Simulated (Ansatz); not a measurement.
`[Cl][Al]([Br])[Br]` → `[Br][Al][Br]`• + Cl• at 400 K and 1 bar (homolysis of the Al–Cl bond).

Program: Ansatz. Geometries: PBE0-D4/def2-TZVP. ΔE: electronic, gas phase. CCSD(T)/CBS is the MP2 limit (def2-TZVPP, def2-QZVPP) plus CCSD(T) − MP2 in def2-TZVPP, frozen cores. This one scheme is used for every species, atoms too. Open shells (•) are unrestricted, without spin–orbit coupling. Spin–orbit coupling would lower the free atoms: a little for Cl. For Br outer-core shells are correlated without core-valence functions, so the limit isn't a true one: a few kJ/mol of doubt a bond, and 10 to 20 or more in all where bonds break to atoms. Scalar relativity is left out up to krypton.

```
             species  CCSD(T)/CBS energy (Eh)  H − E (kJ/mol)  S (J/(mol·K))
`[Cl][Al]([Br])[Br]`              -5848.64059            35.8          368.4
     `[Br][Al][Br]`•              -5388.74403            24.5          329.4
                 Cl•               -459.70966             8.3          174.4
```

H − E and S are ideal-gas, rigid-rotor, harmonic terms from PBE0-D4/def2-TZVP, with the whole ground term of open shells counted as degenerate. 1 Eh = 2625.50 kJ/mol, R = 8.31446 J/(mol·K).

By hand: ΔE, ΔH, ΔS and ΔG.

ΔE = (-5388.74403) + (-459.70966) − (-5848.64059) = 0.18690 Eh = 490.7 kJ/mol. Δ(H − E) = 24.5 + 8.3 − 35.8 = -3.0, so ΔH = 487.7 kJ/mol. ΔS = 329.4 + 174.4 − 368.4 = 135.4 J/(mol·K). ΔG = 487.7 − 400 × (135.4)/1000 = 433.5 kJ/mol.

By hand: the equilibrium constant, and the temperature at which ΔG would vanish if ΔH and ΔS stayed fixed.

log₁₀ K = −ΔG/(RT ln 10) = -56.6. ΔG = 0 at ΔH/ΔS = 3602 K, far beyond where these terms or the molecules hold.

The number of gas molecules changes by +1, which sets the sign of ΔS. A doubt of 5 kJ/mol in ΔE shifts log₁₀ K by 0.7 here. These are equilibria of isolated gas molecules and say nothing of rates. Largest T1 diagnostic: 0.010 (customary marks: 0.02 for closed shells, 0.045 for open ones).
